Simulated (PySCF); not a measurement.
**TDDFT excited states: Cl3HOZr**

Zr(OH)Cl3 (singlet state).
Structure used (PBE0-D3(BJ)/def2-SVP), in Å, numbered top down from 1:
```
atom  x, y, z in Å
Zr1   -0.0025   -0.0659   -0.3978
O2     0.0603    0.2366    1.4551
H3     0.0743    0.3742    2.4032
Cl4    2.1723   -0.2735   -1.2452
Cl5   -1.0637    1.7401   -1.4330
Cl6   -1.2407   -2.0115   -0.7823
```

Computed, not measured: PySCF, TDDFT CAM-B3LYP/def2-SVPD, vertical, gas phase, core orbitals frozen in the response, def2 core potentials past Kr. Spin–orbit coupling is left out.

```
state  E (eV)  E (hartree)       f  |μ| (D)           main configurations (H = HOMO, L = LUMO)
   S1    6.14       0.2256  0.0002     0.08               H-2/H-1→L (≥65%), H-2/H-1→L+1 (≥18%)
   S2    6.15       0.2261  0.0032     0.37    H→L (49%), H-2/H-1→L+1 (≥26%), H-2/H-1→L (≥12%)
   S3    6.17       0.2267  0.0025     0.33  H→L+1 (43%), H-2/H-1→L+1 (≥35%), H-2/H-1→L (≥12%)
   S4    6.34       0.2330  0.0060     0.50               H-2/H-1→L (≥51%), H-2/H-1→L+1 (≥28%)
   S5    6.35       0.2334   0.036     1.23         H→L (25%), H-3→L+1 (17%), H-2/H-1→L (≥15%)
   S6    6.36       0.2337   0.035     1.20       H→L+1 (25%), H-3→L (17%), H-2/H-1→L+1 (≥15%)
   S7    6.70       0.2461  0.0003     0.10            H-4→L (47%), H-5→L+1 (14%), H→L+2 (12%)
   S8    6.73       0.2472  0.0088     0.59            H-3→L (29%), H-5→L (27%), H-4→L+1 (23%)
   S9    6.74       0.2476  0.0073     0.53          H-5→L+1 (42%), H-3→L+1 (22%), H-4→L (14%)
```

Triplets (Tamm–Dancoff): T1 5.78 eV, H→L (62%), H→L+1 (14%); T2 5.80 eV, H→L+1 (62%), H→L (13%); T3 5.98 eV, H-2/H-1→L (≥53%), H-2/H-1→L+1 (≥27%); T4 6.10 eV, H-2/H-1→L (≥61%), H→L (12%).

The lowest singlet comes at 202 nm (592 kJ/mol) in the ultraviolet; it is dark (f under 0.0005); its leading configuration is HOMO-2/HOMO-1→LUMO (≥65%). The strongest level in the table is S5/S6 at 6.35 eV (195 nm, f = 0.071 summed). S5/S6 lie within about 0.01 eV of each other. For S1 the Löwdin share of zirconium is at most 5% in HOMO-2 and 69% in LUMO (ligand-to-metal charge transfer by this measure). The listed states span 0.60 eV, and the widest gap between neighbours is 0.34 eV (S6 to S7). Of the 9 states listed, 2 reach f = 0.01 and 2 stay under 0.0005. No computed singlet lies in the visible range (380 to 750 nm); the lowest, at 202 nm, stands 2.88 eV above its violet end (3.26 eV). All these states lie below the vertical ionisation energy of 11.60 eV (ΔSCF). Orbitals of the list HOMO-3 to LUMO+2 that lie within 0.01 eV of each other are written together with a slash and their weights summed (≥ marks a lower bound); for degenerate orbitals outside that list single weights are arbitrary. The window holds the lowest 10 singlets. The highest level found (6.91 eV, f 0.039 so far) is left out, since the window may have cut off a degenerate partner.
